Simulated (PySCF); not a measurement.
**Name the molecule from its bond curve**

A diatomic of charge 0 contains Ca. Its doublet curve at PBEsol in a double-zeta basis (no relativity, PySCF), in eV from the separated fragments:

```json
{"R (Å)": "1.710", "E (eV)": "-1.657"}
{"R (Å)": "1.789", "E (eV)": "-1.817"}
{"R (Å)": "1.869", "E (eV)": "-1.908"}
{"R (Å)": "1.928", "E (eV)": "-1.941"}
{"R (Å)": "1.988", "E (eV)": "-1.948"}
{"R (Å)": "2.048", "E (eV)": "-1.935"}
{"R (Å)": "2.127", "E (eV)": "-1.892"}
{"R (Å)": "2.227", "E (eV)": "-1.807"}
{"R (Å)": "2.346", "E (eV)": "-1.674"}
{"R (Å)": "2.505", "E (eV)": "-1.465"}
```

The fit gives ωe = 1283 cm⁻¹ and the rotational constant Bₑ = 4.382 cm⁻¹.

Q: Which atom is the partner?

A: The minimum lies at 1.978 Å, so the reduced mass is 16.8576 u Å² cm⁻¹/(Bₑ·Re²) = 0.9833 u. With Ca at 39.96 u the partner weighs about 1.0 u: H. The molecule is CaH.

The state was picked by a PBE0 search and need not be the measured ground state.
